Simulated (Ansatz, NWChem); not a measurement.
**SrO (SMILES [O][Sr]): the vertical ionisation energy from total energies**

SrO has 2 atoms, charge 0, and is taken as a singlet. SMILES: `[O][Sr]`. Geometry: relaxed at PBE0-D4/def2-TZVP.

```csv
atom,x (Å),y (Å),z (Å)
O,0.0000,0.0000,0.0455
Sr,0.0000,0.0000,1.9577
```

Both states at this one shape; open shells run unrestricted unless said. 1 Eh = 27.2114 eV.

| level | program | singlet SrO (Eh) | doublet SrO+ (Eh) |
| --- | --- | --- | --- |
| HSE06/STO-3G | Ansatz | -3174.225196 | -3174.153959 |
| CCSD/def2-SVP (core potential), 1 core orbital frozen | NWChem | -105.355002 | -105.142928 |

Problem. Work out the vertical ionisation energy at each level.

Solution. 
1. HSE06/STO-3G: -3174.153959 − (-3174.225196) = 0.071237 Eh = 1.94 eV.
2. CCSD/def2-SVP (core potential): -105.142928 − (-105.355002) = 0.212074 Eh = 5.77 eV.

No measured value is set beside it here; the levels span 1.94 to 5.77 eV. Spin-orbit coupling, which splits open shells on such heavy atoms by tenths of an eV, is left out. Minimal sets are far from the basis-set limit. All-electron rows are non-relativistic unless named. The second state is spin-contaminated at HSE06/STO-3G (⟨S²⟩ = 1.11).
